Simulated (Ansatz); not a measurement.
The cluster Si₄H₆. The state is a triplet with charge 0. Geometry PBE-D4/def2-SVP, that of the neutral singlet; atoms count from 1.

Cartesian coordinates in Å:
```
Si -0.7070 -0.6307 1.5262
Si 1.3910 -0.2784 1.1020
Si 0.9352 0.4752 -1.0534
Si -1.3623 0.0924 -0.5879
H -2.2193 1.3328 -0.6206
H 1.2830 1.9159 -1.3321
H 2.6631 -0.4507 1.8851
H -1.4646 -1.1422 2.7202
H -2.0114 -0.9483 -1.4654
H 1.4923 -0.3661 -2.1742
```

At PBE0-D4/def2-TZVP a singlet of charge 0 lies 1.79 eV below the triplet at the same geometry. The structure comes from a short search, and lower isomers may exist.

Estimate the Mulliken populations from the PBE0/def2-TZVP orbitals of Ansatz.


| atom | charge (e) | spin (α − β) |
| --- | --- | --- |
| Si1 | -0.04 | 1.02 |
| Si2 | -0.04 | 1.02 |
| Si3 | 0.01 | -0.02 |
| Si4 | 0.01 | -0.02 |
| H5 | 0.00 | 0.02 |
| H6 | 0.00 | 0.02 |
| H7 | 0.02 | -0.04 |
| H8 | 0.02 | -0.04 |
| H9 | 0.00 | 0.02 |
| H10 | 0.00 | 0.02 |
Mulliken values and Mayer orders depend strongly on the basis.

Where does the spin sit?

Summed by element: Si 2.00, H 0.00, of 2 unpaired in all. Largest on single atoms: Si1 1.02, Si2 1.02, H7 -0.04.

And the Mayer bond orders between bonded heavy atoms (over 0.3)?

Si1–Si2 0.99 (2.17 Å); Si1–Si4 1.04 (2.33 Å); Si2–Si3 1.04 (2.33 Å); Si3–Si4 0.94 (2.38 Å).
